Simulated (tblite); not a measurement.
Species: C₃HMgN.
SMILES with atom numbers: `[N:1]#[C:2][C:3]#[C:4][MgH:5]` (hydrogens: H6 on Mg5)

Computed with GFN2-xTB (tblite): harmonic, unscaled wavenumbers at the GFN2-xTB geometry, gas phase. Against measured fundamentals such values can be off by several per cent, at times by over 20. Modes of hydrogen on magnesium can be 10 to 20 % off.

Harmonic wavenumbers (cm⁻¹): 59.1, 59.3, 167.2, 167.3, 217.6, 217.7, 335.3, 499.6, 499.6, 949.0, 1411.2, 2183.8, 2340.4.

B = 1320 MHz (linear); mass 74.996 u (most abundant isotopes); point group C∞v, symmetry number 1.

**Question.** What is the zero-point energy?

**Answer.** ½Σν̃ = 4554 cm⁻¹ = 54.47 kJ/mol.

**Question.** Give the ideal-gas entropy at 200 K and 1 bar in the rigid-rotor, harmonic-oscillator model (classical rotation).

**Answer.** Translation 154.40, rotation 75.31, vibration 61.23: S = 290.9 J/(mol K).

**Question.** And Cp and H(200 K) − H(0)?

**Answer.** Cp = 85.78 J/(mol K), of which vibrations give 56.68 (their classical limit is 13 R = 108.1); H(200 K) − H(0) = 12.33 kJ/mol without the zero-point energy, 6.51 from vibrations.

**Question.** What must be added to the electronic energy to get the Gibbs energy at 200 K and 1 bar?

**Answer.** ZPE + [H(200 K) − H(0)] − T·S = 54.47 + 12.33 − 58.19 = 8.61 kJ/mol.

**Question.** Blend soft modes into free rotors: weight 1/[1 + (100 cm⁻¹/ν̃)⁴] for the oscillator and the rest for a rotor with moment μB/(μ + B), μ = h/(8π²ν), B = 10⁻⁴⁴ kg m². What vibrational entropy results?

**Answer.** 56.23 J/(mol K) in place of 61.23, which changes −T·S at 200 K by +1.00 kJ/mol.

**Question.** Which modes carry the vibrational entropy at 200 K?

**Answer.** 59.1 cm⁻¹: 15.49; 59.3 cm⁻¹: 15.46; 167.2 cm⁻¹: 7.26; 167.3 cm⁻¹: 7.26; 217.6 cm⁻¹: 5.39; 217.7 cm⁻¹: 5.39 J/(mol K); the other 7 give 4.98 together.

Hindered rotation and anharmonicity are outside this model.
